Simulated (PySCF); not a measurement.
HO4S, SMILES O=S(=O)(O)[O] (connectivity only; charge and spin as stated), charge -1, multiplicity 1.

The structure is a stationary point at r2SCAN-D4/def2-SVPD. The spin state was assumed, not searched. The isomer is the one that the SMILES or the coordinates give; other isomers of the formula were not compared. The values are those of a single conformer.

Two levels are set side by side: PBE/def2-SVPD (PySCF) and ωB97X/def2-SVPD (PySCF). Same geometry, gas phase. Differences are taken from unrounded values.

```tsv
quantity	ωB97X
orbital gap (eV)	10.93
highest occupied level (eV)	-5.22
lowest empty level (eV)	5.71
mean polarisability (bohr³)	43.0
```

Q: What does PBE give, and how far is it from ωB97X? (Estimate from the structure and the level; the computed values follow.)

A: 
```csv
quantity,PBE,PBE minus ωB97X
orbital gap (eV),4.46,-6.47
highest occupied level (eV),-1.07,4.15
lowest empty level (eV),3.39,-2.32
mean polarisability (bohr³),46.9,3.9
```

Without exact exchange PBE keeps part of each electron's self-repulsion, which lifts occupied levels and narrows the gap. Loosely held outer electrons make PBE densities more polarisable. Differences between two approximate levels are no errors against the true value.

Rough cost on one machine, each run with all the roots and properties that it gave: ωB97X against PBE within a factor of 2.
